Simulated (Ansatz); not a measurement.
Job for Ansatz (a first-principles code): R-B3LYP-D3(BJ)/def2-TZVP on C2H4F2 (SMILES FCCF).

Ansatz 0.2 input:
```yaml
crystal:
  periodic: [false, false, false]
  atoms:
    - {symbol: F, position_ang: [1.45853495, -0.99838798, 0.11443761]}
    - {symbol: C, position_ang: [0.74477836, 0.15738696, -0.05024429]}
    - {symbol: C, position_ang: [-0.74481425, -0.15689519, 0.05160327]}
    - {symbol: F, position_ang: [-1.45938962, 0.99577274, -0.12932731]}
    - {symbol: H, position_ang: [1.05595654, 0.85291991, 0.73581058]}
    - {symbol: H, position_ang: [0.99449442, 0.56299115, -1.03577618]}
    - {symbol: H, position_ang: [-1.05166852, -0.86234440, -0.72726420]}
    - {symbol: H, position_ang: [-0.99789187, -0.55144319, 1.04076053]}
basis:
  gaussian:
    orbitals: def2-TZVP
hamiltonian:
  xc: b3lyp
  dispersion: d3bj
relax: {f_tol: 0.003, max_steps: 120}
scf: {lower_state_search: off}
```

The log:

```
WARN ansatz: RAYON_NUM_THREADS=2 ignored (pool sized by the plan → 2); use --threads N
Functional definition: B3LYP
these checks for a lower state are left out or cut short: stability, starts, cluster_reference, orbital_swaps, neighbouring_geometries, increment
integrals: 0.05 GiB planned
848 factors; their error is unknown
mean field: 0.50 GiB planned
mean field evaluation 1: about -7572.6226 eV, gradient 4.2e1 eV
mean field evaluation 2: about -7572.3862 eV, gradient 4.4e1 eV
mean field evaluation 4: about -7576.0395 eV, gradient 1.8e0 eV
mean field evaluation 8: about -7576.0421 eV, gradient 6.4e-2 eV
mean field evaluation 16: about -7576.0421 eV, gradient 2.8e-5 eV
mean field -7576.04210774 eV, -278.4144122335 hartree, gradient 6.6e-6 eV, S^2 0.000000; 0 other end points of the search recorded, 0 dependent functions left out
the calculation of the forces begins
reference -7576.04231177 eV, -278.4144197318 hartree; 17, 17 occupied and 131, 131 virtual orbitals, 848 factors
relax step   1: F+E_penalty+E_count = -7576.20669328 eV  Δ(F+E_penalty+E_count) = +0.000e0 eV  max|allowed force component| = 8.233e-1 eV/Å  Δτ_max = 0.0000 Å  (15 SCF iters, accepted)
these checks for a lower state are left out or cut short: stability, starts, cluster_reference, orbital_swaps, neighbouring_geometries, increment
integrals: 0.05 GiB planned
848 factors; their error is unknown
mean field: 0.50 GiB planned
mean field -7576.06562521 eV, -278.4152764849 hartree, gradient 1.6e-6 eV, S^2 0.000000; 0 other end points of the search recorded, 0 dependent functions left out
the calculation of the forces begins
reference -7576.06582830 eV, -278.4152839483 hartree; 17, 17 occupied and 131, 131 virtual orbitals, 848 factors
relax step   2: F+E_penalty+E_count = -7576.23043121 eV  Δ(F+E_penalty+E_count) = -2.374e-2 eV  max|allowed force component| = 3.671e-1 eV/Å  Δτ_max = 0.0196 Å  (19 SCF iters, accepted)
these checks for a lower state are left out or cut short: stability, starts, cluster_reference, orbital_swaps, neighbouring_geometries, increment
integrals: 0.05 GiB planned
848 factors; their error is unknown
mean field: 0.50 GiB planned
mean field evaluation 32: about -7576.0692 eV, gradient 1.7e-6 eV
mean field -7576.06921544 eV, -278.4154084234 hartree, gradient 1.7e-6 eV, S^2 0.000000; 0 other end points of the search recorded, 0 dependent functions left out
the calculation of the forces begins
reference -7576.06941701 eV, -278.4154158308 hartree; 17, 17 occupied and 131, 131 virtual orbitals, 848 factors
relax step   3: F+E_penalty+E_count = -7576.23401709 eV  Δ(F+E_penalty+E_count) = -3.586e-3 eV  max|allowed force component| = 1.754e-1 eV/Å  Δτ_max = 0.0110 Å  (20 SCF iters, accepted)
these checks for a lower state are left out or cut short: stability, starts, cluster_reference, orbital_swaps, neighbouring_geometries, increment
integrals: 0.05 GiB planned
848 factors; their error is unknown
mean field: 0.50 GiB planned
mean field -7576.07045543 eV, -278.4154539921 hartree, gradient 1.7e-6 eV, S^2 0.000000; 0 other end points of the search recorded, 0 dependent functions left out
the calculation of the forces begins
reference -7576.07065729 eV, -278.4154614101 hartree; 17, 17 occupied and 131, 131 virtual orbitals, 848 factors
relax step   4: F+E_penalty+E_count = -7576.23526152 eV  Δ(F+E_penalty+E_count) = -1.244e-3 eV  max|allowed force component| = 1.362e-2 eV/Å  Δτ_max = 0.0048 Å  (20 SCF iters, accepted)
these checks for a lower state are left out or cut short: stability, starts, cluster_reference, orbital_swaps, neighbouring_geometries, increment
integrals: 0.05 GiB planned
848 factors; their error is unknown
mean field: 0.50 GiB planned
mean field -7576.07050171 eV, -278.4154556928 hartree, gradient 1.7e-6 eV, S^2 0.000000; 0 other end points of the search recorded, 0 dependent functions left out
the calculation of the forces begins
reference -7576.07070355 eV, -278.4154631104 hartree; 17, 17 occupied and 131, 131 virtual orbitals, 848 factors
relax step   5: F+E_penalty+E_count = -7576.23528290 eV  Δ(F+E_penalty+E_count) = -2.138e-5 eV  max|allowed force component| = 3.047e-3 eV/Å  Δτ_max = 0.0018 Å  (21 SCF iters, accepted)
these checks for a lower state are left out or cut short: stability, starts, cluster_reference, orbital_swaps, neighbouring_geometries, increment
integrals: 0.05 GiB planned
848 factors; their error is unknown
mean field: 0.50 GiB planned
mean field -7576.07050900 eV, -278.4154559606 hartree, gradient 1.7e-6 eV, S^2 0.000000; 0 other end points of the search recorded, 0 dependent functions left out
the calculation of the forces begins
reference -7576.07071084 eV, -278.4154633782 hartree; 17, 17 occupied and 131, 131 virtual orbitals, 848 factors
relax step   6: F+E_penalty+E_count = -7576.23528397 eV  Δ(F+E_penalty+E_count) = -1.070e-6 eV  max|allowed force component| = 1.405e-4 eV/Å  Δτ_max = 0.0005 Å  (21 SCF iters, accepted)
Total energy: -7576.23548581 eV, -278.4215187467 hartree
Atom 0 at     1.453330    -1.021673     0.125988 Å, force    -0.000028     0.000092     0.000036 eV/Å
Atom 1 at     0.738607     0.160516    -0.051228 Å, force     0.000114     0.000108    -0.000098 eV/Å
Atom 2 at    -0.738606    -0.160509     0.051269 Å, force    -0.000071    -0.000114     0.000079 eV/Å
Atom 3 at    -1.453343     1.021604    -0.126394 Å, force     0.000007    -0.000043     0.000051 eV/Å
Atom 4 at     1.040714     0.866138     0.724574 Å, force    -0.000065    -0.000090    -0.000132 eV/Å
Atom 5 at     0.983448     0.567979    -1.033607 Å, force     0.000028    -0.000103     0.000122 eV/Å
Atom 6 at    -1.040586    -0.866391    -0.724347 Å, force     0.000024     0.000141     0.000067 eV/Å
Atom 7 at    -0.983564    -0.567663     1.033745 Å, force    -0.000009     0.000010    -0.000125 eV/Å
Dipole moment:     0.000003     0.000020     0.000115 e Å
Checks for a lower state left out: stability, starts, cluster_reference, orbital_swaps, neighbouring_geometries, increment
```

Self-consistency was reached.

Cost: very roughly 15 core-seconds.
